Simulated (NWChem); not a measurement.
# C2H4FNOSi; SMILES F[Si@@H]1COC=N1

```xyz
10

F      0.0493     2.0060    -0.6243
Si    -0.0338     0.7927     0.4498
C      1.2929    -0.5319     0.1250
O      0.5085    -1.6640    -0.2904
C     -0.8123    -1.4143    -0.2407
N     -1.3363    -0.3103     0.1098
H     -0.0617     1.4292     1.7866
H      1.8739    -0.8270     1.0129
H      2.0019    -0.2885    -0.6811
H     -1.3819    -2.3046    -0.5472
```
Atoms are numbered in this order, from 1.

Program: NWChem. Pople sets run with spherical d functions. Geometry: optimised at PBE0/def2-SVP.

Q: Taking PBE0/6-311++G** as the yardstick, which of these has the fewest basis functions while keeping “dipole (D)” within 0.05 D of it: PBE0/6-31G*; PBE0/6-31+G*; PBE0/6-311G**; PBE0/STO-3G; PBE0/3-21G?

A: PBE0/6-31+G*.
```csv
level,basis functions,dipole (D),relative time (rough)
PBE0/STO-3G,38,1.99,1
PBE0/3-21G,66,2.65,1
PBE0/6-31G*,96,2.42,4
PBE0/6-31+G*,120,2.55,7
PBE0/6-311G**,140,2.54,7
PBE0/6-311++G**,168,2.58,10
```

The yardstick is one finite set, not the basis-set limit.
